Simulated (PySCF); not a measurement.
Simulated C 1s region for `C=C([SiH3])C=O`, binding energy against the vacuum level.

Every computed line was given a Gaussian of 1.0 eV full width at half maximum and an area set by the number of equivalent atoms; the highest printed point is 100. Method: PySCF 2.14.0, delta-SCF UKS SCAN, pcX-2 on the ionised atom, pcseg-1 elsewhere, spin-free X2C.

binding energy (eV), intensity and a bar:
```
    289.2          0 
    289.3          0 
    289.4          1 
    289.5          1 
    289.6          2 #
    289.7          4 #
    289.8          7 ##
    289.9         11 ###
    290.0         18 #####
    290.1         26 ########
    290.2         36 ###########
    290.3         48 ##############
    290.4         60 ##################
    290.5         73 ######################
    290.6         85 #########################
    290.7         93 ############################
    290.8         99 ##############################
    290.9        100 ##############################
    291.0         97 #############################
    291.1         90 ###########################
    291.2         80 ########################
    291.3         68 ####################
    291.4         55 ################
    291.5         42 #############
    291.6         31 #########
    291.7         22 #######
    291.8         15 ####
    291.9          9 ###
    292.0          6 ##
    292.1          4 #
    292.2          3 #
    292.3          3 #
    292.4          5 #
    292.5          7 ##
    292.6         11 ###
    292.7         16 #####
    292.8         23 #######
    292.9         30 #########
    293.0         38 ###########
    293.1         46 ##############
    293.2         52 ###############
    293.3         55 ################
    293.4         56 #################
    293.5         53 ################
    293.6         48 ##############
    293.7         41 ############
    293.8         33 ##########
    293.9         25 ########
    294.0         18 #####
    294.1         13 ####
    294.2          8 ##
    294.3          5 #
    294.4          3 #
    294.5          2 
    294.6          1 
    294.7          0 
    294.8          0
```

Question: Count the maxima, the lines and the sites behind this envelope.

Answer: The curve has 2 maxima (at 290.9 and 293.4 eV). Under it lie 3 lines from 3 inequivalent carbon sites. At this width some lines have no maximum of their own.

Question: Decompose the envelope and assign each component. Numbering: `[CH2:1]=[C:2]([SiH3:3])[CH:4]=[O:5]`.

Answer: 
```
position (eV)  relative area  line  atoms                      environment
       290.68              1  C 1s     C2  fully substituted alkene carbon
       291.07              1  C 1s     C1             terminal =CH2 carbon
       293.37              1  C 1s     C4                  aldehyde carbon
```

Question: What are the centre and the root-mean-square width of the whole band?

Answer: The area-weighted mean of the lines is 291.71 eV. Their own spread about it is 1.18 eV (rms) and each Gaussian has σ = 1.0/2.355 = 0.42 eV; the variances add, which gives 1.26 eV.

Lowest listed C 1s: C2, bonded to C (double bond), C and Si. Highest, 2.69 eV above it: C4, bonded to O (double bond), C and H. The widest gap between neighbouring values is 2.30 eV, between 291.07 and 293.37 eV. Summing the Pauling electronegativity differences to the bonded atoms, each weighted by its formal bond order, gives -0.65 for the lowest site and +1.43 for the highest; no listed site has a larger sum than the highest. The smallest sum, -0.70, belongs to C1, 0.39 eV above the lowest.

No satellites, vibrations or lifetime broadening are included. Isolated species at its GFN2-xTB geometry (one conformer only).

On one thread of an Arm Neoverse V1, no GPU, shared host, this took 44 s wall and 0.46 GiB of memory at its peak.

Shape of the structure used: `[CH2:1]=[C:2]([SiH3:3])[CH:4]=[O:5]`: C1–C2–C4–O5 180°.
